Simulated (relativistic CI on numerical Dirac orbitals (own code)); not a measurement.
**Sensitivity of the levels of Zr IX to α and to the nuclear radius**

Method of calculation: Dirac-Coulomb-Breit CI, KLI orbitals optimised for each configuration, derivatives by finite differences, unscaled Slater integrals, QED left out (own radial code, finite nucleus).

Configuration list (outside the closed core [Ar] 3d10): 4s2 4p2, 4s 4p3, 4p4, 4s2 4p 4d, 4s 4p2 4d, 4s2 4p 4f, 4s2 4d2, 4s 4d3. Double excitations out of closed p, d and f shells are left out; levels of such configurations are missing from the list, as are those of other unlisted configurations, and high levels can miss mixing partners.

With x = (α/α₀)² − 1 an excitation energy changes as ω = ω₀ + qx; K = 2q/ω₀ is the relative enhancement. Terms are leading LS components, so labels can repeat. The field-shift factor is F = δν/δ⟨r²⟩ for the transition from the lowest level.

Lowest level 4s2 4p2 3P_0.

```csv
Level,ω₀ (cm⁻¹),q (cm⁻¹),F (GHz/fm²)
4s2 4p2 3P_1,10815,14700,-0.165
4s2 4p2 3P_2,18729,19020,-0.219
4s2 4p2 1D_2,40251,29870,-0.348
4s2 4p2 1S_0,68676,30100,-0.743
4s 4p3 5S°_2,160462,36700,-21.6
4s 4p3 3D°_1,214413,32790,-19.6
4s 4p3 3D°_2,214607,33570,-19.7
4s 4p3 3D°_3,218769,40470,-19.8
4s 4p3 3P°_0,243958,40440,-20
4s 4p3 3P°_1,245437,43160,-20
4s 4p3 3P°_2,247179,45750,-19.7
4s 4p3 1D°_2,279537,41480,-14.5
4s 4p3 3S°_1,309495,32970,-20.5
```

At this charge configurations can still be misplaced by up to about 7 % of their energy.

Q: Which transition from the lowest level has the largest |K|?

A: 4s2 4p2 3P_1 at 10815 cm⁻¹, K = 2.72.
